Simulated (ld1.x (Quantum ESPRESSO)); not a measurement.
# Pseudopotential generation for Sr (Z = 38): TM, LDA (PZ), scalar-relativistic.

```
Element                 : Sr (Z = 38)
Generator               : ld1.x (Quantum ESPRESSO) 7.5
Type                    : norm-conserving Troullier–Martins (Kleinman–Bylander form)
Functional              : LDA (PZ)
Relativity              : scalar-relativistic
Frozen core             : [Ar] 3d10 4s2
Valence charge          : 8
Reference configuration : 4p6 4d0.5 5s1.5 5p0
Partial waves           : 5s (bound): rc 3.40 bohr; 4p (bound): rc 1.80 bohr; 4d (bound): rc 2.75 bohr
Local potential         : the d channel
Core correction         : a·sin(br)/r model core, default radius (core density twice the valence density)
```

All-electron outer shells of the reference configuration (LDA (PZ), scalar-relativistic, ld1.x):

```json
{"shell": "3d", "level (eV)": "-127.60", "outermost node (bohr)": "–", "outermost maximum (bohr)": "0.38"}
{"shell": "4s", "level (eV)": "-40.30", "outermost node (bohr)": "0.59", "outermost maximum (bohr)": "1.19"}
{"shell": "4p", "level (eV)": "-22.29", "outermost node (bohr)": "0.61", "outermost maximum (bohr)": "1.33"}
{"shell": "5s", "level (eV)": "-3.49", "outermost node (bohr)": "1.65", "outermost maximum (bohr)": "3.67"}
{"shell": "5p", "level (eV)": "-1.26", "outermost node (bohr)": "1.97", "outermost maximum (bohr)": "5.01"}
{"shell": "4d", "level (eV)": "-1.14", "outermost node (bohr)": "0.65", "outermost maximum (bohr)": "2.23"}
```

Results:

* Cutoffs needed: 35 Ry and 60 Ry (the cutoffs (Ry, on a coarse ladder) from which the occupation-weighted sum of valence levels, in a spherical-Bessel basis at the reference potential, stays within 10 and 1 mRy of its value at 400 Ry)
* Ghost test: ghost state, extra bound levels that the all-electron valence spectrum of the same l lacks: s at -30.2 eV; a true bound ghost makes a file unfit for plane-wave use (spherical-Bessel basis up to 400 Ry, 20 bohr box)
* Largest excitation error: -16 meV (all-electron minus pseudo) for 4p6 4d0 5s0 5p2, out of 7 test configurations

Generation and tests took about 1.4 s on one core of a shared server CPU.
